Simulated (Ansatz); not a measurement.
`N[AsH][TeH]` + GeH₄ → `[GeH3][TeH]` + `N[AsH2]` at 600 K and 1 bar (formal exchange of groups at a Te–As bond).

Computed with Ansatz on PBE0-D4/def2-TZVP structures; ΔE is electronic, products minus reactants. CBS: MP2 limit from def2 TZ/QZ plus the TZ coupled-cluster correction, frozen cores. Elements past krypton have def2 core potentials. For As, Ge, Te outer-core shells are correlated without core-valence functions, which leaves a few kJ/mol of doubt a bond. Scalar relativity is left out up to krypton. One conformer a species, not always the lowest.

```json
{"species": "`N[AsH][TeH]`", "CCSD(T)/CBS energy (Eh)": "-2559.85306", "H − E (kJ/mol)": "157.0", "S (J/(mol·K))": "403.0"}
{"species": "GeH₄", "CCSD(T)/CBS energy (Eh)": "-2078.49493", "H − E (kJ/mol)": "105.8", "S (J/(mol·K))": "256.4"}
{"species": "`[GeH3][TeH]`", "CCSD(T)/CBS energy (Eh)": "-2346.24724", "H − E (kJ/mol)": "119.1", "S (J/(mol·K))": "369.0"}
{"species": "`N[AsH2]`", "CCSD(T)/CBS energy (Eh)": "-2292.09958", "H − E (kJ/mol)": "143.7", "S (J/(mol·K))": "315.6"}
```

H − E and S are ideal-gas, rigid-rotor, harmonic terms from PBE0-D4/def2-TZVP, for one conformer and one mirror image of each species. 1 Eh = 2625.50 kJ/mol, R = 8.31446 J/(mol·K).

Question: By hand: ΔE, ΔH, ΔS and ΔG.

Answer: ΔE = (-2346.24724) + (-2292.09958) − (-2559.85306) − (-2078.49493) = 0.00117 Eh = 3.1 kJ/mol. Δ(H − E) = 119.1 + 143.7 − 157.0 − 105.8 = 0.0, so ΔH = 3.1 kJ/mol. ΔS = 369.0 + 315.6 − 403.0 − 256.4 = 25.2 J/(mol·K). ΔG = 3.1 − 600 × (25.2)/1000 = -12.0 kJ/mol.

Question: By hand: the equilibrium constant, and the temperature at which ΔG would vanish if ΔH and ΔS stayed fixed.

Answer: log₁₀ K = −ΔG/(RT ln 10) = 1.0. ΔG = 0 at ΔH/ΔS = 123 K, though so small a ΔH makes that figure unsure.

TΔS isn't small against ΔH here. A doubt of 5 kJ/mol in ΔE shifts log₁₀ K by 0.4 here. Other conformers and mirror images would add mixing entropy, several J/(mol·K) or more a flexible species. These are equilibria of isolated gas molecules and say nothing of rates. Largest T1 diagnostic: 0.012 (customary marks: 0.02 for closed shells, 0.045 for open ones).
